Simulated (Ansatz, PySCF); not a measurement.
Process, species as SMILES: COB(Cl)Cl -> [O]B(Cl)Cl + [CH3] (CH3) (the C-O bond at the site shown breaks; other sites are not compared here)
Structures are relaxed separately at B3LYP-D3(BJ)/def2-TZVP in Ansatz (a program for electronic structure), one conformer each, not searched for the lowest. Frequencies are from Ansatz or PySCF.

Wanted: bond dissociation energy (enthalpy at 298 K, with B3LYP-D3(BJ) rigid-rotor harmonic-oscillator terms), in kJ/mol. Valence correlation only, unless marked. UHF or UKS for open shells. No spin-orbit coupling. No relativistic terms. Basis-set limits of correlation are two-point, X^-3; Hartree-Fock from the larger set. [CCSD(T)-MP2]/basis is that difference in the basis named.

Level to compare with: RI-MP2/CBS(aug-cc-pV(T+d)Z,aug-cc-pV(Q+d)Z)+[CCSD(T)-MP2]/aug-cc-pV(T+d)Z (Ansatz), 386.9 kJ/mol. It is a level with limits of its own, and the differences hold the functionals' basis error too.

**Question.** Rank these functionals by how close they come to RI-MP2/CBS(aug-cc-pV(T+d)Z,aug-cc-pV(Q+d)Z)+[CCSD(T)-MP2]/aug-cc-pV(T+d)Z, closest first: B3LYP/def2-TZVPD (Ansatz); r2SCAN/def2-TZVPD (Ansatz); wB97M-V/def2-TZVPD (Ansatz); LC-wPBE/def2-TZVPD (Ansatz).

**Answer.** wB97M-V/def2-TZVPD (range-separated hybrid meta-GGA with VV10, 381.6 kJ/mol, difference -5.3), LC-wPBE/def2-TZVPD (range-separated hybrid, 369.9 kJ/mol, difference -17.0), B3LYP/def2-TZVPD (global hybrid, 344.8 kJ/mol, difference -42.1), r2SCAN/def2-TZVPD (meta-GGA, 339.3 kJ/mol, difference -47.6)
